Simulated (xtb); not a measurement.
The xtb input:
```
$ xtb mol.xyz --gfn 2 --opt --json

# file mol.xyz
4

Si    -0.10845159    -0.45432782    -0.03672991
O     -0.06984117     0.91785622     0.16445877
H     -0.91691469    -1.50899878     0.01360743
H      1.34195052    -1.05096986     0.09907686
```

### Question
What does this run give for the dipole moment, HOMO-LUMO gap?

### Answer

```
Item             Value
-------------  -------
dipole moment   3.77 D
HOMO-LUMO gap  4.76 eV
```
